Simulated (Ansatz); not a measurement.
CH₄BInOSi, relaxed with RKS PBE0-D4/def2-TZVP in Ansatz from a GFN2-xTB geometry. The force threshold is 0.005 eV/Å; the program also tests the step.

Total charge 0; spin multiplicity 1. In: def2 effective core potential. The bonds changed during the relaxation, so this is another structure than the one it started from.

Start:

```xyz
9

O    -2.322    2.065    0.446
C    -1.385    1.343    0.355
In   -0.760   -0.062   -1.956
B    -0.210    0.594    0.189
Si    1.120   -0.543    1.020
H    -1.051   -0.646   -3.811
H     2.436   -0.529    0.319
H     1.413   -0.228    2.428
H     0.758   -1.994    1.010
```

Q: By how much does the energy fall, and how many steps does the optimiser take? (An estimate is asked.)

A: The calculation gave: 71.23 kJ/mol, in 25 steps, 2 of them rejected.

Q: Which bonds change most? (Best estimate.)

A: Computed: In3–H6 from 1.966 to 1.697 Å; In3–B4 from 2.310 to 2.069 Å; B4–Si5 from 1.938 to 1.974 Å; O1–C2 from 1.186 to 1.155 Å.

Q: Give the relaxed structure. (Estimate.)

A: The calculation gave: 
```xyz
9

O    -2.432    1.650    0.913
C    -1.551    1.040    0.481
In   -0.529    0.091   -2.103
B    -0.455    0.283   -0.044
Si    1.037   -0.548    0.946
H    -0.490   -0.129   -3.785
H     1.947   -1.233   -0.023
H     1.875    0.433    1.693
H     0.600   -1.586    1.922
```
